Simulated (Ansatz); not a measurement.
The cluster Na6Pt⁻, relaxed as a doublet with UKS PBE0-D4/def2-SVPD in Ansatz, starting from the GFN2-xTB geometry. Force threshold 0.02 eV/Å.

In the def2 sets Pt takes a core potential; there is no spin–orbit coupling. The charge -1 doublet is spin-contaminated (final ⟨S²⟩ up to 1.03, 0.75 for a pure state). The structure comes from a short search, and lower isomers may exist.

Start:

```
atom   x (Å)   y (Å)   z (Å)
 Pt1   1.944   0.432  -0.753
 Na2   0.923  -1.787  -2.127
 Na3  -0.806  -0.954   2.443
 Na4  -0.588   0.996  -2.158
 Na5  -1.666  -2.311  -0.213
 Na6  -1.449   2.044   1.061
 Na7   1.643   1.580   1.747
```

(1) Estimate the energy that the relaxation releases and the steps that it takes.

(2) Does the start keep its bonding?

(3) Predict the relaxed structure.

## Answers

(1) 129.5 kJ/mol, in 29 steps; 7 min on 4 threads of Intel Xeon Platinum 8259CL on a shared host. No frequencies were taken in this run, so the end may be a saddle point.

(2) Bonds lost: Na2–Na4 (atoms count from 1). Bonds formed: Pt1–Na3, Pt1–Na5, Pt1–Na6, Na2–Na3, Na5–Na6 (atoms count from 1).

(3) 
```xyz
7

Pt    0.3502    0.1295   -0.2770
Na    1.5007   -2.2768   -0.9984
Na    0.2978   -1.2969    2.1353
Na   -0.6916    1.4878   -2.4141
Na   -1.8821   -1.4503   -0.8321
Na   -1.5258    1.7249    1.0316
Na    1.9508    1.6819    1.3547
```
Bond lengths (bridged metal pairs left out): 9 × Na–Na 3.49 to 3.70 Å; 6 × Na–Pt 2.74 to 2.80 Å.
